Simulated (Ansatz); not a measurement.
Cost and result up the ladder for the cluster Zn₃S₃ (6 atoms). Total charge 0; singlet. Geometry: PBE0-D4/def2-SVP.

Cartesian coordinates in Å:
```
Zn 0.521 0.613 -0.239
Zn -0.297 -1.209 1.492
Zn 1.505 2.441 -1.757
S 1.405 0.136 1.736
S -1.234 -0.247 -1.323
S -1.901 -1.734 0.091
```

Ansatz on 4 threads of Intel Xeon Platinum 8259CL on a shared host. Times are rough, and most runs start from the orbitals of an earlier one. PBE0-D4/def2-TZVP serves as the yardstick here, not as an exact answer. Differences are given only for rows in sets of like size (and for xTB, whose basis is part of the method), since another set adds its own error. Binding counts from free atoms at the same level (Zn singlet, S triplet; other spins of the atoms weren't run), without zero-point energy or a counterpoise term.

Correlated methods freeze 42 core orbitals. The rows differ in basis, and correlated rows in double-zeta sets carry the largest basis error. Another isomer (singlet) lies 2.60 eV lower at PBE0-D4/def2-TZVP; other spin states weren't run for this one.

Correlated methods converge slowly with the basis, most of all in double-zeta sets.

| level | functions | wall time |
| --- | --- | --- |
| LDA (SPW92)/def2-TZVP | 255 | 2.9 s |
| PBE-D4/def2-TZVP (with forces) | 255 | 5.5 s |
| r2SCAN-D4/def2-TZVP | 255 | 9 s |
| BHLYP-D4/def2-TZVP | 255 | 13 s |
| PBE0-D4/def2-TZVP | 255 | 14 s |
| CCSD(T)/def2-SVP | 147 | 23 s |

(1) Estimate what each level gives for the binding energy per atom (eV).

## Answers

(1) 
| level | binding energy per atom (eV) | difference from PBE0-D4/def2-TZVP (eV) |
| --- | --- | --- |
| LDA (SPW92)/def2-TZVP | 2.41 | 0.48 |
| PBE-D4/def2-TZVP (with forces) | 1.99 | 0.06 |
| r2SCAN-D4/def2-TZVP | 2.00 | 0.06 |
| BHLYP-D4/def2-TZVP | 1.70 | -0.24 |
| PBE0-D4/def2-TZVP | 1.94 | 0.00 |
| CCSD(T)/def2-SVP | 1.51 | – |
